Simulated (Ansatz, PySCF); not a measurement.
Molecule: H₄SiNO₂, charge 0, multiplicity 2. SMILES: N[Si](O)O
Geometry: optimised at B3LYP-D3(BJ)/def2-TZVP (Ansatz, an electronic-structure program).

Quantity: atomisation energy, in kcal/mol. Set-up: 6-311+G** with 5d, 6d on Na to Ar in Ansatz; atomisation electronic, to ground-state atoms; spin-orbit terms left out; open shells spin-unrestricted; 6-31G* and kin with 6d, 5d where marked; valence correlation only; LANL2DZ with its own core potentials from Na on; dispersion terms only where a functional's name holds one; non-relativistic. Basis-set limits of correlation are two-point, X^-3; Hartree-Fock from the larger set. First-principles rows: single points at B3LYP-D3(BJ) geometries (Ansatz).

Coupled cluster (Ansatz) is a level with limits of its own, used here on species with T1 under 0.025 (0.045 for open shells) and stable references: CCSD(T)/CBS(cc-pV(T+d)Z,cc-pV(Q+d)Z).

Value to compare with, CCSD(T)/CBS(cc-pV(T+d)Z,cc-pV(Q+d)Z) (Ansatz): 709.6 kcal/mol.

```tsv
level	program	atomisation energy (kcal/mol)	difference
HF/6-311+G**	Ansatz	459.1	-250.5
PBE/LANL2DZ	Ansatz	647.3	-62.3
B3LYP/6-31G	Ansatz	606.4	-103.2
B3LYP/6-31G*	Ansatz	671.6	-38.0
B3LYP/cc-pVDZ	Ansatz	663.2	-46.4
M06-2X/6-311+G**	PySCF	692.6	-17.0
MP2/6-311+G**	Ansatz	663.5	-46.1
B3LYP/def2-TZVPD	Ansatz	699.9	-9.7
PBE0/def2-TZVPD	Ansatz	696.3	-13.3
wB97X-V/def2-TZVPD	Ansatz	706.8	-2.8
```

Among the 7 habitual levels, HF/6-311+G** lies farthest from CCSD(T)/CBS(cc-pV(T+d)Z,cc-pV(Q+d)Z) (Ansatz) (-250.5 kcal/mol) and M06-2X/6-311+G** nearest (-17.0); 0 of 7 lie above it, and their mean absolute difference is 80.5 kcal/mol, the median 46.4. One case shows no general order.

The levels are drawn from those run, B3LYP/6-31G* more often than the rest, none by its result; left out are runs that failed, that the program found above a lower state of the same kind, or whose <S^2> lies over 0.5 above the pure value.
